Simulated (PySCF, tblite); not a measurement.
Isomers of C6H15ClSi, one GFN2-xTB conformer each. Single-point energies are computed at PBE0/pcSseg-1 (PySCF, gas phase, no added dispersion term), electronic only.

```tsv
SMILES	GFN2-xTB relative energy (kJ/mol)
CCC[Si@H](CC)CCl	156.2
CCC[Si@@H](Cl)C(C)C	0.0
```

Conformers: `[CH3:1][CH2:2][CH2:3][Si@H:4]([CH2:5][CH3:6])[CH2:7][Cl:8]` with C1–C2–C3–Si4 179°, C2–C3–Si4–C5 176°, C3–Si4–C5–C6 62°, C3–Si4–C7–Cl8 56°; `[CH3:1][CH2:2][CH2:3][Si@@H:4]([Cl:5])[CH:6]([CH3:7])[CH3:8]` with C1–C2–C3–Si4 180°, C2–C3–Si4–Cl5 52°, C3–Si4–C6–C7 -172°.

Q: What does PBE0/pcSseg-1 give for the same structures?

A: 
```tsv
SMILES	PBE0/pcSseg-1 E (Eh)	PBE0/pcSseg-1 (kJ/mol)	GFN2-xTB (kJ/mol)	point group
CCC[Si@@H](Cl)C(C)C	-986.80260	0.0	0.0	C1
CCC[Si@H](CC)CCl	-986.75289	130.5	156.2	C1
```

Both levels put the same isomer lowest. 

Q: Which frontier levels, dipoles and rotational constants go with these structures?

A: 
```
             SMILES  HOMO (eV, PBE0/pcSseg-1)  LUMO (eV)  dipole (D)       A, B, C (MHz)
CCC[Si@@H](Cl)C(C)C                     -7.88       0.96        1.90  1836, 803.4, 589.1
   CCC[Si@H](CC)CCl                     -7.79       0.65        1.61  1198, 970.3, 621.2
```

Q: What happens when harmonic zero-point energies from GFN2-xTB frequencies are added?

A: 
```csv
SMILES,ZPE (kJ/mol),electronic (kJ/mol),with ZPE (kJ/mol)
CCC[Si@@H](Cl)C(C)C,515.9,0.0,0.0
CCC[Si@H](CC)CCl,511.3,130.5,125.9
```

The zero-point energies span 4.6 kJ/mol. The order is unchanged.
